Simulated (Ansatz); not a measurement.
Consider the formal exchange of groups at the Al–Br bond: `[CH3][Al]([NH2])[Br]` + `C=O` → `[CH3][Al]([NH2])[CH]=O` + HBr.

Isolated molecules relaxed with PBE0-D4/def2-TZVP in Ansatz; ΔE leaves out vibrations. CCSD(T)/CBS adds triple-zeta CCSD(T) − MP2 to the extrapolated MP2 energy (def2 sets, frozen cores). This one scheme is used for every species. DFT in def2-TZVPP. B3LYP here is the variant with VWN-RPA as its local correlation; programs differ in this. For Br outer-core shells are correlated without core-valence functions, which leaves a few kJ/mol of doubt a bond. Scalar relativity is left out up to krypton. Each species was taken in one conformer, which may not be the lowest.

```json
{"level": "r2SCAN-D4", "ΔE (kJ/mol)": "189.4", "difference from CCSD(T)/CBS": "0.1"}
{"level": "B3LYP-D4", "ΔE (kJ/mol)": "183.2", "difference from CCSD(T)/CBS": "-6.1"}
{"level": "PBE", "ΔE (kJ/mol)": "176.3", "difference from CCSD(T)/CBS": "-13.0"}
{"level": "r2SCAN", "ΔE (kJ/mol)": "189.7", "difference from CCSD(T)/CBS": "0.4"}
{"level": "B3LYP", "ΔE (kJ/mol)": "182.5", "difference from CCSD(T)/CBS": "-6.8"}
{"level": "HF/def2-TZVPP", "ΔE (kJ/mol)": "207.3", "difference from CCSD(T)/CBS": "18.0"}
{"level": "SCS-MP2/def2-TZVPP", "ΔE (kJ/mol)": "193.1", "difference from CCSD(T)/CBS": "3.8"}
{"level": "CCSD/def2-TZVPP", "ΔE (kJ/mol)": "190.0", "difference from CCSD(T)/CBS": "0.7"}
{"level": "SCS-MP2/def2-QZVPP", "ΔE (kJ/mol)": "193.8", "difference from CCSD(T)/CBS": "4.5"}
{"level": "HF/CBS(def2)", "ΔE (kJ/mol)": "205.9", "difference from CCSD(T)/CBS": "16.6"}
{"level": "CCSD(T)/CBS", "ΔE (kJ/mol)": "189.3", "difference from CCSD(T)/CBS": "0"}
```

Largest T1 diagnostic among the species: 0.015.

From PBE to PBE0 (25 % exact exchange), in def2-TZVPP and without D4, ΔE moves by +10.9 kJ/mol. In def2-TZVPP, CCSD(T) changes the Hartree–Fock value by −19.8 kJ/mol (the triples alone add −2.5 kJ/mol) and MP2 by −11.0 kJ/mol.
